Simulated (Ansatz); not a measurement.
Born–Oppenheimer molecular dynamics of ClH₅OSSn (9 atoms, charge 0, multiplicity 1). It starts at the highest image of a converged band, a first-order saddle point between two minima.

Level of theory: RKS B3LYP/def2-SVP in Ansatz.

| Property | Result |
| --- | --- |
| ensemble | NVE (velocity Verlet) |
| time step | 0.5 fs |
| steps asked | 200 |
| starting velocities drawn for | 300 K |
| seed | 3016 |

First frame:

```xyz
9
Properties=species:S:1:pos:R:3
Sn 0.067 -0.177 -0.078
O 0.018 -0.239 2.061
H -0.801 -0.009 2.529
H 1.619 0.190 -0.699
H -0.983 1.197 -0.094
Cl -1.299 -1.672 -1.350
S 1.227 -2.512 1.142
H 0.110 -3.237 0.908
H 0.502 -1.413 2.046
```

Problem. How far do the bonds stretch over the last three quarters of this one trajectory? (Pairs bonded in most of those frames.)

Solution. 
```json
{"bond": "Sn1–H4", "mean (Å)": "1.724", "spread (Å)": "0.019", "shortest": "1.69", "longest": "1.76"}
{"bond": "Sn1–H5", "mean (Å)": "1.715", "spread (Å)": "0.036", "shortest": "1.65", "longest": "1.78"}
{"bond": "Sn1–Cl6", "mean (Å)": "2.421", "spread (Å)": "0.053", "shortest": "2.33", "longest": "2.49"}
{"bond": "Sn1–S7", "mean (Å)": "2.502", "spread (Å)": "0.205", "shortest": "2.25", "longest": "2.83"}
{"bond": "O2–H3", "mean (Å)": "0.970", "spread (Å)": "0.019", "shortest": "0.93", "longest": "1.01"}
{"bond": "O2–H9", "mean (Å)": "0.986", "spread (Å)": "0.055", "shortest": "0.89", "longest": "1.08"}
{"bond": "S7–H8", "mean (Å)": "1.355", "spread (Å)": "0.013", "shortest": "1.34", "longest": "1.38"}
```

Mean temperature of the second half: 856 K. The conserved energy stayed within 0.38 meV per atom of its start (net change -0.18 meV per atom), so the integration is sound. The kinetic energy rose, since the run started high on the potential surface and went downhill. It ends in pieces (ClH3SSn + H2O), so much of that is their flight and rotation, not heat. A run of 0.1 ps of so small a system gives no equilibrium averages. The orbitals stay closed-shell, which can raise the energy where a bond breaks towards radicals; this wasn't checked here.

Run time: 9.8 min on 2 threads of Arm Neoverse V1, on a shared host, peak memory 0.24 GiB.
